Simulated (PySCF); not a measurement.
# Computed spin Hamiltonian

C5H9O2Si (doublet state).
Cartesian coordinates in Å at the GFN2-xTB level; atoms count from 1:
```
atom  x, y, z in Å
C1    -3.363    1.085   -0.342
C2    -2.195    0.598   -0.715
C3    -1.443   -0.476    0.028
C4    -0.207    0.078    0.607
C5     1.071   -0.481    0.313
O6     1.264   -1.445   -0.412
O7     2.092    0.145    0.919
Si8    3.647   -0.388    0.717
H9    -3.865    1.850   -0.909
H10   -3.872    0.735    0.542
H11   -1.695    0.969   -1.599
H12   -2.090   -0.858    0.827
H13   -1.179   -1.300   -0.641
H14   -0.253    0.948    1.242
H15    3.761   -1.752    1.220
H16    4.303    0.605    1.557
H17    4.017   -0.302   -0.692
```

The hyperfine couplings belong to this conformer and change with its torsions.

Identity: `C=CC[CH]C(=O)O[SiH3]` [radical].

Computed, not measured: UKS B3LYP, pcH-1 on C H O Si, non-relativistic, mean-field spin-orbit, GIAO (PySCF). Geometry: GFN2-xTB, one conformer, isolated molecule. Couplings are sensitive to structure, and on GFN2-xTB geometries they can be far from those on DFT ones. Stability of the SCF solution: not tested.

```json
{
 "g1, g2, g3": "2.00213, 2.00375, 2.00513",
 "g_iso": "2.00367",
 "Form of g": "rhombic: the two nearest values differ by 46 % of g3 − g1",
 "⟨S²⟩": "0.7571 (exact 0.7500)",
 "α and β electrons": "35, 34",
 "Total energy": "-635.89941 Eh",
 "Basis functions": "300"
}
```

Isotropic coupling and dipolar principal values T1 to T3, in MHz:

```tsv
atom	isotope	a_iso	of which spin–orbit	T1	T2	T3	Mulliken spin population
C1	13C	1.1	0.0	-2.2	-1.1	3.4	0.03
C2	13C	46.4	0.0	-4.8	-3.0	7.8	0.01
C3	13C	-25.4	0.0	-2.5	0.6	1.9	-0.07
C4	13C	68.7	-0.2	-68.0	-67.2	135.2	0.87
C5	13C	-39.9	0.0	-5.5	0.1	5.4	-0.07
O6	17O	-13.9	-0.3	-61.7	30.7	31.0	0.20
O7	17O	1.8	-0.1	-7.9	3.3	4.6	0.02
Si8	29Si	2.7	0.0	-0.5	0.0	0.4	0.00
H9	1H	0.6	0.0	-1.5	-0.9	2.4	0.00
H10	1H	-1.3	0.0	-1.3	-0.6	2.0	0.00
H11	1H	-1.5	0.0	-3.8	-2.1	5.9	0.00
H12	1H	105.0	0.0	-4.9	-3.2	8.1	0.04
H13	1H	3.0	0.0	-4.2	-3.2	7.4	0.00
H14	1H	-53.9	0.0	-31.8	-1.8	33.6	-0.04
H15	1H	5.7	0.0	-1.1	-1.0	2.0	0.00
H16	1H	-0.1	0.0	-0.8	-0.8	1.6	0.00
H17	1H	5.6	0.0	-1.1	-1.0	2.0	0.00
```

Largest spin populations (Mulliken): C4 (+0.87), O6 (+0.20), C5 (-0.07) and C3 (-0.07). The angles at C4 add up to 360.0°, so it is planar; its axial dipolar tensor and the negative coupling of its proton fit spin in a p orbital normal to that plane.

Axes: g2 points within 3° of the C3–C4 bond.

Under fast tumbling the dipolar parts average out, and these isotropic splittings remain: 2 × 1H (H12/H13, I = 1/2, 3 lines) with 1.93 mT, 1 × 1H (H14, I = 1/2, 2 lines) with 1.92 mT, 3 × 1H (H15/H16/H17, I = 1/2, 4 lines) with 0.13 mT, 1 × 1H (H11, I = 1/2, 2 lines) with 0.05 mT and 1 × 1H (H10, I = 1/2, 2 lines) with 0.05 mT.

Nuclei that the bonding pattern makes equivalent are averaged, as if the motion that swaps them (rotation, inversion, ring flip) were fast. The three 1H nuclei of mean +3.8 MHz run from -0.1 to 5.7 MHz in the frozen geometry. The 1H value of +54.0 MHz is a mean of couplings from 3.0 to 105.0 MHz in this one geometry, not an average over conformers.

The 17O coupling of O6 (-13.9 MHz) shows only in satellite lines or after enrichment, since that isotope makes up about 0.038 % of natural oxygen.

The 13C coupling of C4 (68.7 MHz) shows only in satellite lines or after enrichment, since that isotope makes up about 1.07 % of natural carbon.

β density exceeds α density at some nuclei, such as C5 (-0.0355), C3 (-0.0226) and H14 (-0.0120), spin density in bohr⁻³. In a single determinant that takes different orbitals for the two spins, that is spin polarisation.

Time: 1.9 min of wall time (with the writing of density and orbital grids); peak memory 1.1 GiB. Hardware: one thread of an Arm Neoverse V1, no GPU, shared host with 32 logical CPUs at a one-minute load of 12.
